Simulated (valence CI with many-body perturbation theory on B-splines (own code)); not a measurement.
## As I: calculation against measured levels

Calculated by configuration interaction combined with many-body perturbation theory (CI+MBPT): five valence electrons over a frozen Dirac-Fock core [Ar] 3d10, radial functions for each j: 10 s, 10 p, 9 d, 7 f, 4 g, 2 h, with the one-electron correlation potential Σ1 (screened to all orders), the two-electron term Σ2, the three-electron term Σ3, Breit, model QED; selected single and double excitations, second order for the rest, scaled by the run's own slope (own B-spline code, finite nucleus).

Set against measurement, 11 paired levels are off by 73 cm⁻¹ on average, the worst by 115. These come from a selection out of the NIST Handbook of Basic Atomic Spectroscopic Data. Levels without a partner in it may be off by more. Among the levels kept, up to 860 cm⁻¹ of a level comes from second order outside the variational space, and about a tenth of that is noise between levels of different J, which matters for small intervals.

Measured levels: NIST Handbook of Basic Atomic Spectroscopic Data (Sansonetti and Martin, J. Phys. Chem. Ref. Data 34, 1559 (2005)). Pairs share parity and J, and are chosen by configuration, term and nearness in energy; levels without a clear partner are left out. Energies in cm⁻¹ above the measured ground level.

```csv
Computed label,Label in the source,Measured,Computed,Difference
4s2 4p3 4S°_3/2,4p3 4S°,0,0.0,0
4s2 4p3 2D°_3/2,4p3 2D°,10592.7,10617.1,+24
4s2 4p3 2D°_5/2,4p3 2D°,10914.9,10948.0,+33
4s2 4p3 2P°_1/2,4p3 2P°,18186.3,18247.4,+61
4s2 4p3 2P°_3/2,4p3 2P°,18647.7,18683.8,+36
4s2 4p2 5s 4P_1/2,4p2(3P) 5s 4P,50693.9,50610.1,-84
4s2 4p2 5s 4P_3/2,4p2(3P) 5s 4P,51610.4,51513.1,-97
4s2 4p2 5s 4P_5/2,4p2(3P) 5s 4P,52898.1,52801.4,-97
4s2 4p2 5s 2P_1/2,4p2(3P) 5s 2P,53135.8,53038.1,-98
4s2 4p2 5s 2P_3/2,4p2(3P) 5s 2P,54605.5,54490.5,-115
4s2 4p2 5s 2D_5/2,4p2(1D) 5s 2D,60815.2,60738.6,-77
4s2 4p2 5s 2D_3/2,4p2(1D) 5s 2D,60835.0,60751.8,-83
```

Over 11 excited levels the mean absolute difference is 73 cm⁻¹, the median 83 and the largest 115. The comparison draws on a selection of the measured levels: 12 of the 50 computed ones have a partner in it, and others may be off by more.
